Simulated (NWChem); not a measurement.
System: Si2H4OCl2; SMILES [SiH3]O[SiH](Cl)Cl

Input file for NWChem:

```
start job
memory heap 200 mb stack 900 mb global 1100 mb
geometry units angstroms noautosym nocenter noautoz
  Si     0.001211     2.504336    -0.234278
  O      0.004337     1.086626     0.651907
  Si     0.000470    -0.542565     0.656485
  Cl     1.661800    -1.245877    -0.324922
  Cl    -1.666059    -1.237913    -0.321942
  H     -1.244186     2.580890    -1.050254
  H      1.194694     2.538836    -1.127200
  H      0.050970     3.633718     0.733113
  H      0.000603    -1.039089     2.044638
end
basis spherical
  Si library def2-svp
  O library def2-svp
  Cl library def2-svp
  H library def2-svp
end
dft
  xc b3lyp
  iterations 150
end
cosmo
  do_cosmo_smd true
  solvent water
end
task dft energy
```

Geometry: optimised at PBE0/def2-SVP. Solvent: water.

Level: B3LYP/def2-SVP with SMD (1 M gas to 1 M solution), gas-phase geometry. Reactions with the solvent are ignored.

Give the results of this calculation. (B3LYP/def2-SVP, SMD on the gas-phase geometry.) Quantities: solvation free energy (kcal/mol); cavity-dispersion-structure term (kcal/mol); dipole in solution (D).

solvation free energy (kcal/mol): 1.6
cavity-dispersion-structure term (kcal/mol): 2.9
dipole in solution (D): 1.47
